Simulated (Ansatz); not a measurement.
Geometry optimisation, RHF/6-31G* (Ansatz 0.2.0).

input.yaml

```yaml
crystal:
  periodic: [false, false, false]
  atoms:
    - { symbol: B, position_ang: [0.001228, -0.413581, 0.108973] }
    - { symbol: O, position_ang: [-0.265672, -0.539867, 1.453751] }
    - { symbol: H, position_ang: [-1.194559, -0.644034, 1.615074] }
    - { symbol: H, position_ang: [1.116093, -0.371481, -0.272142] }
    - { symbol: F, position_ang: [-1.001606, -0.479853, -0.750334] }
    - { symbol: "N", position_ang: [0.134807, 2.246859, 0.788619] }
    - { symbol: H, position_ang: [1.007555, 2.740752, 0.784133] }
    - { symbol: H, position_ang: [-0.595176, 2.925988, 0.894184] }
    - { symbol: H, position_ang: [0.12443, 1.638618, 1.614742] }
basis:
  gaussian: { orbitals: "6-31G*" }
hamiltonian:
  xc: hf
relax:
  f_tol: 0.03
  max_steps: 50
output:
  orbitals: {}
```

Run as:

```bash
$ ansatz run input.yaml --threads 1 --pin off --max-ram 2048MiB --backend cpu --events-out ev --progress --plain --runs-dir out
```

**Question.** Where does it end, and by what steps?

**Answer.** The forces met the threshold. After 14 steps the energy has fallen by 0.132 eV; H9 moved furthest, 0.56 Å.

```
step  energy less start (eV)  largest force component (eV/Å)  accepted
   0                  0.0000                           1.042       yes
   1                 -0.0645                           0.688       yes
   2                 -0.0566                           1.294        no
   3                 -0.0794                           0.352       yes
   4                 -0.0891                           0.456       yes
   5                 -0.0960                           0.350       yes
   6                 -0.1122                           0.503       yes
   7                 -0.1051                           0.640        no
   8                 -0.1238                           0.221       yes
   9                 -0.1266                           0.228       yes
  10                 -0.1299                           0.153       yes
  11                 -0.1309                           0.096       yes
  12                 -0.1316                           0.066       yes
  13                 -0.1318                           0.059       yes
  14                 -0.1321                           0.020       yes
```

```xyz
9
Properties=species:S:1:pos:R:3
B 0.013 -0.234 0.216
O -0.319 -0.804 1.402
H -1.257 -0.840 1.532
H 1.140 -0.248 -0.145
F -0.960 0.009 -0.669
N 0.159 2.047 0.894
H 0.923 2.517 0.445
H -0.678 2.555 0.678
H 0.306 2.100 1.884
```

Whether the end is a true minimum wasn't checked by a vibrational analysis.

Run time: 22 s on 1 thread of Arm Neoverse V1, on a shared host, peak memory 0.14 GiB.
